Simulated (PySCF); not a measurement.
**Computed properties of C₂H₄BF₂N, SMILES C=C(F)B(N)F**

C₂H₄BF₂N, SMILES C=C(F)B(N)F. Geometry: PBE0-D3(BJ)/def2-SVP. The structure was generated by enumeration, and PubChem lists no compound with its InChIKey, so it may never have been made. Other conformers were not sampled. All values are computed for the isolated molecule unless a solvent is named; none is compared with measurement here.

**Structure.** All 24 harmonic modes at PBE0-D3(BJ)/def2-SVP (PySCF) are real, so it is a minimum. With heavy atoms numbered as in [CH2:1]=[C:2]([F:3])[B:4]([NH2:5])[F:6], the shortest bond between them is C1–C2 at 1.335 Å and the longest C2–B4 at 1.577 Å.

**Vibrations.** The strongest infrared lines (harmonic, unscaled, degenerate partners summed) lie at 1413 cm⁻¹ (346 km/mol, B 45 %, C 23 %, H 18 %, F 12 %), 1607 cm⁻¹ (234 km/mol, H 54 %, N 24 %, B 20 %), 483 cm⁻¹ (165 km/mol, H 77 %, N 19 %). The softest mode is at 46 cm⁻¹ and the zero-point energy is 43.5 kcal/mol.

**Electronic structure.** B3LYP/def2-TZVP (PySCF) places the frontier levels at -7.36 and -1.02 eV, a gap of 6.34 eV, and gives a dipole moment of 3.52 D and a mean polarisability of 45.9 bohr³. PBE/def2-TZVP (PySCF) at the same geometry gives -6.33 and -1.72 eV, so its gap is 1.73 eV narrower. An orbital gap is neither the optical nor the fundamental gap.

**Excitations.** TDA-B3LYP/def2-SVPD (PySCF) has S1 at 6.39 eV (194 nm, f = 0.250, bright); the most intense of the 10 singlets computed lies at 6.39 eV (f = 0.25). T1 (TDA) is at 3.88 eV, 2.51 eV under S1. TDA-PBE/def2-SVPD (PySCF) puts S1 at 5.93 eV. No vertical singlet excitation falls in the visible range (under 3.1 eV).

**NMR.** GIAO shifts at KT2/pcSseg-1 (PySCF) (non-relativistic, atoms alike by connectivity averaged): ¹³C from 102.6 to 167.7 ppm against TMS; ¹H from 3.2 to 5.2 ppm against TMS; ¹⁹F from -156.8 to -130.5 ppm against CFCl3; ¹¹B at 12.0 ppm against BF3.
